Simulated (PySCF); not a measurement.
Compound: (F)3Sn-NH-SiH3.
Bonds: Sn1–F2, Sn1–F3, Sn1–F4, Sn1–N5, N5–Si6. Hydrogens: H7 on N5; H8, H9, H10 on Si6.

Method: PBE0-D3(BJ)/def2-SVP geometry optimisation, gas phase, def2 core potentials past Kr (PySCF); density fitting, grid level 1; the optimiser is geomeTRIC in internal coordinates, started from a GFN2-xTB structure with every atom displaced at random (about 0.03 Å).

Geometry at step 1:
```
atom  x, y, z in Å
Sn1    -0.6488    1.4204   -0.2828
F2     -2.1893    1.0487   -1.4198
F3     -1.5396    1.8520    1.3695
F4      0.0868    3.1007   -0.9691
N5      0.7317    0.0254   -0.1839
Si6     0.5829   -1.5971    0.4875
H7      1.3112    0.0794   -1.0166
H8     -0.3248   -2.4425   -0.2884
H9      0.1536   -1.4282    1.9175
H10     1.9610   -2.1356    0.3905
```

**Question.** What forces act on the atoms?

**Answer.** 
| atom | Fx (eV/Å) | Fy (eV/Å) | Fz (eV/Å) |
| --- | --- | --- | --- |
| Sn1 | -1.038 | 1.405 | -0.450 |
| F2 | 0.681 | 0.097 | 0.376 |
| F3 | 0.319 | -0.184 | -0.232 |
| F4 | -0.340 | -0.971 | 0.339 |
| N5 | 0.059 | -0.216 | -0.040 |
| Si6 | 0.455 | 0.564 | 0.474 |
| H7 | 0.224 | 0.028 | -0.104 |
| H8 | -0.426 | -0.382 | -0.156 |
| H9 | -0.048 | -0.151 | -0.275 |
| H10 | 0.113 | -0.190 | 0.069 |

The largest, 1.80 eV/Å, acts on Sn1; the rms over all components is 0.469 eV/Å. The forces sum to zero within rounding, as they must for an isolated molecule in no field.

**Question.** Give the force on Sn1 in Eh/bohr and in nN.

**Answer.** 1.804 eV/Å ÷ 51.422 = 0.03509 Eh/bohr, and 1.804 eV/Å × 1.602 = 2.89 nN.

**Question.** How far is this geometry from the end of the optimisation?

**Answer.** 0.146 eV above it, and 0.547 Å rms away after alignment. The bonds farthest from their final lengths, with half the difference of the two atoms' forces along the bond (positive lengthens):

```
  bond  now (Å)  final (Å)  force along bond (eV/Å)
Sn1–F4    1.958      1.915                    -1.03
Sn1–F2    1.950      1.915                    -0.80
Si6–H8    1.463      1.493                    +0.71
Sn1–N5    1.965      1.980                    +0.97
Sn1–F3    1.926      1.913                    -0.40
Si6–H9    1.503      1.491                    -0.32
```

The angle farthest from its final value is N5–Si6–H10, 103.4° against 111.4°.

Of the 6 listed bonds off by 0.010 Å or more, this force points towards the final length in 6.

What follows is the cost of the whole optimisation. On Intel Xeon Platinum 8488C, one thread, on a shared host, this took 2.1 min and 0.49 GiB of memory at its peak.
